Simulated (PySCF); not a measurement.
Compound: C4H10OSi2.
Structure used (PBE0-D3(BJ)/def2-SVP), in Å, numbered top down from 1:
```
atom  x, y, z in Å
Si1    2.4377   -1.0103    0.2009
O2     1.0980   -1.0497   -0.7701
Si3   -0.2545   -0.2023   -1.2436
C4    -1.8235   -0.9854   -0.5440
C5    -2.1941   -0.0233    0.5550
C6    -1.5265    1.1363    0.6617
C7    -0.4271    1.4429   -0.3229
H8     3.0509   -2.3682    0.2161
H9     3.4358   -0.0262   -0.3192
H10    2.0662   -0.6186    1.5956
H11   -0.2091   -0.0912   -2.7301
H12   -2.6272   -1.0692   -1.2977
H13   -1.6495   -2.0067   -0.1652
H14   -3.0018   -0.2720    1.2525
H15   -1.7754    1.8578    1.4478
H16    0.5020    1.7645    0.1796
H17   -0.7068    2.2732   -0.9964
```

Level of theory: core-valence-separated Tamm–Dancoff BHandHLYP/aug-pcX-1 (pcseg-1 on H, def2-SVPD on Si) in PySCF, non-relativistic, gas phase, PBE0-D3(BJ)/def2-SVP geometry. Absolute energies from this functional tend to lie a few eV below measured edges; no shift was applied.

Q: Give energies, oscillator strengths and core holes at the O K edge.

A: 
| E (eV) | f | core hole on | main final orbital |
| --- | --- | --- | --- |
| 532.31 | 0.0045 | O2 | LUMO+2 (46 %) |
| 533.64 | 0.0134 | O2 | LUMO+1 (39 %) |
| 533.77 | 0.0240 | O2 | spread |
| 533.94 | 0.0021 | O2 | LUMO (53 %) |
| 534.19 | 0.0118 | O2 | spread |
| 534.35 | 0.0051 | O2 | spread |
| 534.54 | 0.0076 | O2 | spread |

The first line with a tenth or more of the strongest one's intensity is at 532.31 eV (f = 0.004), with the hole on O2 (siloxane oxygen). The strongest listed is at 533.77 eV (f = 0.024; O2).

Q: What does the C 1s absorption edge look like?

A: 
```
E (eV)       f  core hole on                 main final orbital                 polarisation
282.89  0.1243         C5/C6         LUMO+4 (2 roots, f summed)                            –
285.28  0.0215         C4/C7           LUMO (2 roots, f summed)                            –
285.49  0.0136         C4/C7         LUMO+4 (2 roots, f summed)                            –
285.84  0.0295       C5 + C6           LUMO (2 roots, f summed)                            –
285.92  0.0310         C4/C7         spread (2 roots, f summed)                            –
286.06  0.0164         C4/C7  LUMO+1/LUMO+2 (2 roots, f summed)                            –
286.26  0.0102            C4                             spread                            –
286.35  0.0101            C7                             spread                            –
286.76  0.0336         C4/C7         spread (2 roots, f summed)                            –
286.85  0.0013            C4                             spread                            –
286.88  0.0048            C6                      LUMO+2 (40 %)  in the local trigonal plane
```

The first line with a tenth or more of the strongest one's intensity is at 282.89 eV (f = 0.124, sum of 2), with the hole on C5/C6 (alkene CH carbon). It is also the strongest listed.

Roots within 0.03 eV whose holes lie on the same, on equivalent or on shared atoms are summed into one line, and the highest roots are left out, as the search may have cut off their partners. Final orbitals are the ground state's empty Kohn–Sham orbitals. A dash: too weak, shared between unlike atoms, or no plane or axis to refer to.

Q: What is the summed oscillator strength of the listed O K lines, and their intensity-weighted mean energy?

A: Σf = 0.068 over 7 lines from 532.31 to 534.54 eV; the weighted mean is 533.86 eV. The strongest line holds 35 % of the sum.

The ionisation thresholds weren't computed; near and above them a finite basis only mimics Rydberg series and continuum.

On one thread of an Intel Xeon Platinum 8259CL at 2.50 GHz, no GPU, shared host with 96 logical CPUs at a one-minute load of 61, this took 48 s and 1.2 GiB of memory at its peak.

One conformer stands for the species.
